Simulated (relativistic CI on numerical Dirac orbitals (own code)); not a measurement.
# Cr4+ (3d2) in a crystal field

Calculated by Dirac-Coulomb-Breit CI, separate exchange-only KLI orbitals for each configuration, model QED (radiative potential, 1s self-energy scaled to tabulated hydrogen-like ionisation energies), valence Slater integrals scaled by 0.7, one configuration in a parametric crystal field (own radial code).

Field parameters in Wybourne normalisation: Td as Oh with Dq negative (B⁴₀ = 21Dq, B⁴₄ = √(5/14) B⁴₀). The field is a parameter set, without covalency.

S and J are read from ⟨S²⟩ = S(S + 1) and ⟨J²⟩ = J(J + 1) of each level; they are not fictitious spins.

Td, 10Dq = -2200 cm⁻¹, the lowest 16 levels:

```csv
E (cm⁻¹),Degeneracy,Irrep,S,J
0.0,3,T2,1.00,2.96
2144,1,A2,1.00,3.00
2181,2,E,1.00,2.79
2235,3,T2,1.00,3.23
2325,3,T1,1.00,3.26
3815,3,T2,1.00,3.08
3916,2,E,1.00,3.46
4259,3,T1,1.00,3.78
4437,1,A1,1.00,3.99
12343,2,E,0.03,2.21
13998,3,T2,0.09,2.07
15695,1,A1,1.00,0.11
15869,3,T1,1.00,1.03
16178,2,E,0.99,2.01
16237,3,T2,0.97,2.01
18816,1,A1,0.00,3.99
```

Td, 10Dq = -4000 cm⁻¹, the lowest 16 levels:

```tsv
E (cm⁻¹)	Degeneracy	Irrep	S	J
0.0	3	T2	1.00	3.10
3903	1	A2	1.00	3.00
3983	3	T2	1.00	3.20
4014	2	E	1.00	3.06
4103	3	T1	1.00	3.32
6827	3	T2	1.00	2.96
6872	2	E	1.00	3.20
7267	3	T1	1.00	3.70
7456	1	A1	1.00	3.95
12773	2	E	0.02	2.42
16167	3	T2	0.08	2.18
17993	1	A1	1.00	0.36
18161	3	T1	1.00	1.11
18438	2	E	1.00	2.03
18514	3	T2	0.97	2.03
19837	1	A1	0.00	3.95
```

Td, 10Dq = -5800 cm⁻¹, the lowest 16 levels:

```
E (cm⁻¹)  Degeneracy  Irrep     S     J
     0.0           3     T2  1.00  3.16
    5688           1     A2  1.00  3.00
    5762           3     T2  1.00  3.18
    5823           2      E  1.00  3.16
    5895           3     T1  1.00  3.34
    9759           3     T2  1.00  2.90
    9769           2      E  0.99  3.08
   10180           3     T1  1.00  3.62
   10362           1     A1  1.00  3.87
   13022           2      E  0.03  2.55
   18241           3     T2  0.06  2.29
   20438           1     A1  0.96  1.09
   20609           3     T1  1.00  1.25
   20717           1     A1  0.11  3.78
   20857           2      E  1.00  2.05
   20929           3     T2  0.98  2.06
```

The free-ion ground term has S = 1. Every field shown keeps that spin.

Levels of this model without a field, named by their leading LS term (the scale mimics covalency, so terms lie below those of the real free ion): ³F2 0, ³F3 486, ³F4 1090, ¹D2 11595, ³P0 13528, ³P1 13704, ³P2 14062, ¹G4 17772 cm⁻¹.
